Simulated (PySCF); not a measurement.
Si(H)(OMe) (CH4OSi), SMILES CO[SiH] (connectivity only; charge and spin as stated), neutral, multiplicity 1. Atoms are numbered in the order given.

```xyz
7

Si    -0.0259    -1.2092     0.0000
H     -1.5439    -0.8826     0.0000
O      0.5200     0.3394     0.0000
C     -0.1930     1.5703     0.0000
H      0.0889     2.1405     0.8878
H      0.0889     2.1405    -0.8878
H     -1.2733     1.3933     0.0000
```

Geometry optimised at r2SCAN-D4/def2-TZVP.

Computed with PBE0/def2-TZVPD (PySCF).

Symmetry labels are those of the subgroup Cs that the program uses (full group Cs).

Computed valence orbital energies around the gap with their symmetry:
| orbital | symmetry | energy (eV) |
|---|---|---|
| HOMO−7 | A' | -19.65 |
| HOMO−6 | A' | -14.92 |
| HOMO−5 | A' | -13.05 |
| HOMO−4 | A" | -12.99 |
| HOMO−3 | A' | -11.38 |
| HOMO−2 | A" | -9.18 |
| HOMO−1 | A' | -9.13 |
| HOMO | A' | -6.55 |
| LUMO | A" | -2.00 |
| LUMO+1 | A' | 0.14 |
| LUMO+2 | A' | 0.54 |
| LUMO+3 | A' | 1.05 |
